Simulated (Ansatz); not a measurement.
Input file for Ansatz (an electronic-structure program): R-MP2/aug-cc-pVTZ on ammonium (SMILES [NH4+]), atoms moved off the minimum. Charge +1.

Ansatz 0.2 input:
```yaml
crystal:
  periodic: [false, false, false]
  atoms:
    - {symbol: N, position_ang: [-0.03497779, 0.01586150, -0.00838891]}
    - {symbol: H, position_ang: [-0.66156143, -0.29353387, -0.69767945]}
    - {symbol: H, position_ang: [0.05721483, 1.06524635, -0.00543936]}
    - {symbol: H, position_ang: [-0.30402153, -0.29980073, 0.91713197]}
    - {symbol: H, position_ang: [0.91514037, -0.42820464, -0.21005959]}
basis:
  gaussian:
    orbitals: aug-cc-pVTZ
total_charge: 1
magnetization: {spin_polarized: false}
correlation: {method: mp2, electrons: outside_noble_gas}
scf: {lower_state_search: off}
output: {forces: true}
```

The log:

```
WARN ansatz: RAYON_NUM_THREADS=1 ignored (pool sized by the plan → 1); use --threads N
Functional definition: HF
these checks for a lower state are left out or cut short: starts, cluster_reference, orbital_swaps, neighbouring_geometries, increment
integrals: 0.11 GiB planned
758 factors; integrals over basis functions are off by at most 9.2e-4 eV
mean field: 0.20 GiB planned
mean field evaluation 1: about -1534.1400 eV, gradient 5.4e1 eV
mean field evaluation 2: about -1534.1398 eV, gradient 5.4e1 eV
mean field evaluation 4: about -1539.0503 eV, gradient 1.8e0 eV
mean field evaluation 8: about -1539.0656 eV, gradient 3.3e-4 eV
mean field -1539.06556691 eV, -56.5596163678 hartree, gradient 5.0e-7 eV, S^2 0.000000; 0 other end points of the search recorded, 0 dependent functions left out
1 core orbitals not correlated
reference -1539.06556691 eV, -56.5596163678 hartree; 4, 4 occupied and 133, 133 virtual orbitals, 758 factors
densities: 0.26 GiB planned
second order -6.32628198 eV of doubles, -0.00000000 eV of singles
the calculation of the forces begins
Total energy: -1545.39184889 eV, -56.7921029425 hartree
Atom 0 at    -0.034978     0.015862    -0.008389 Å, force     3.224457     0.904057     0.867154 eV/Å
Atom 1 at    -0.661561    -0.293534    -0.697679 Å, force    -1.390511    -0.463011    -1.238438 eV/Å
Atom 2 at     0.057215     1.065246    -0.005439 Å, force    -0.125246    -1.239475    -0.113554 eV/Å
Atom 3 at    -0.304022    -0.299801     0.917132 Å, force    -0.343198    -0.064838     0.254543 eV/Å
Atom 4 at     0.915140    -0.428205    -0.210060 Å, force    -1.365502     0.863267     0.230296 eV/Å
Dipole moment:     0.034594     0.000400     0.008281 e Å
Checks for a lower state left out: starts, cluster_reference, orbital_swaps, neighbouring_geometries, increment
```

Self-consistency was reached.

Cost: roughly 3 core-seconds.
